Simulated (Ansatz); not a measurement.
Geometry optimisation, RKS PBE/def2-SVP (Ansatz 0.2.0).

The input (input.yaml):

```yaml
crystal:
  periodic: [false, false, false]
  atoms:
    - { symbol: C, position_ang: [-0.90382, 0.22019, -0.35925] }
    - { symbol: Te, position_ang: [0.97037, -0.5502, -0.83756] }
    - { symbol: O, position_ang: [1.7561, -0.30421, 1.16892] }
    - { symbol: H, position_ang: [-1.68852, -0.5285, -0.57906] }
    - { symbol: H, position_ang: [-1.12891, 1.09339, -0.99996] }
    - { symbol: H, position_ang: [0.99478, 0.06932, 1.6069] }
total_charge: -1
basis:
  gaussian: { orbitals: def2-SVP }
hamiltonian:
  xc: pbe
relax:
  f_tol: 0.015
  max_steps: 40
```

Run as:

```bash
$ ansatz run input.yaml --threads 1 --pin off --max-ram 2048MiB --backend cpu --events-out ev --progress --plain --runs-dir out
```

Question: Where does it end, and by what steps?

Answer: The run converged. Limits of this set-up: an anion without diffuse functions. After 18 steps the energy has fallen by 0.370 eV; H6 moved furthest, 0.77 Å.

| step | energy less start (eV) | largest force component (eV/Å) | accepted |
| --- | --- | --- | --- |
| 0 | 0.0000 | 1.485 | yes |
| 1 | -0.0426 | 0.899 | yes |
| 2 | -0.1171 | 0.518 | yes |
| 3 | -0.1779 | 0.378 | yes |
| 4 | -0.2102 | 0.972 | yes |
| 5 | -0.2440 | 0.322 | yes |
| 6 | -0.2595 | 0.385 | yes |
| 7 | -0.2476 | 1.477 | no |
| 8 | -0.2790 | 0.227 | yes |
| 9 | -0.2890 | 0.867 | yes |
| 10 | -0.3220 | 0.532 | yes |
| 11 | -0.3502 | 0.369 | yes |
| 12 | -0.3673 | 0.126 | yes |
| 13 | -0.3675 | 0.107 | yes |
| 14 | -0.3674 | 0.158 | no |
| 15 | -0.3686 | 0.083 | yes |
| 16 | -0.3702 | 0.030 | yes |
| 17 | -0.3703 | 0.017 | yes |
| 18 | -0.3703 | 0.011 | yes |

```xyz
6
Properties=species:S:1:pos:R:3
C -1.027 0.108 -0.958
Te 0.875 -0.514 -0.623
O 1.814 0.123 1.291
H -1.846 -0.349 -0.366
H -1.200 1.176 -1.208
H 1.384 -0.544 1.864
```

Whether the end is a true minimum wasn't checked by a vibrational analysis.

The run took 67 s on 1 thread of Intel(R) Xeon(R) Processor @ 2.50GHz (Skylake/Cascade Lake) (shared host), peak memory 0.14 GiB.
